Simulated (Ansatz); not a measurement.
# Worked example: GaH2Cl + BH(CH3)(SH) → GaH2(SH) + BH(CH3)Cl

Species: GaH2Cl `[Cl][GaH2]`, singlet; BH(CH3)(SH), singlet; GaH2(SH), singlet; BH(CH3)Cl, singlet. The partners trade Cl for SH: Ga–Cl and B–SH bonds give way to Ga–SH and B–Cl.

Shapes, held fixed at every level: PBE0-D4/def2-TZVP. Flexible molecules stand in one conformer, not always the lowest. Programs: Ansatz 0.2.0. The zero-point and thermal change to 298 K, harmonic and unscaled (PBE0-D4/def2-TZVP), is -1.4 kJ/mol.

At CCSD(T)/def2-TZVPP; 1 Eh = 2625.50 kJ/mol:

```
    species   energy (Eh)
     GaH2Cl  -2384.429188
BH(CH3)(SH)   -463.586853
   GaH2(SH)  -2323.019402
  BH(CH3)Cl   -524.988618
```

Q: Work out ΔH(298 K) of the reaction at this level.

A: 
1. Products less reactants: (-2323.019402) + (-524.988618) − [(-2384.429188) + (-463.586853)] = 0.008021 Eh = +21.1 kJ/mol.
2. With the thermal change: +21.1 + (-1.4) = +19.7 kJ/mol.

Other levels give +19.1 (PBE-D4/def2-TZVPP) to +25.0 kJ/mol (HF/def2-SVP). No measured value is set beside it here. Relativity is left out for Ga. Outer-core shells of Ga are correlated in most correlated rows, in sets that cover them unevenly.
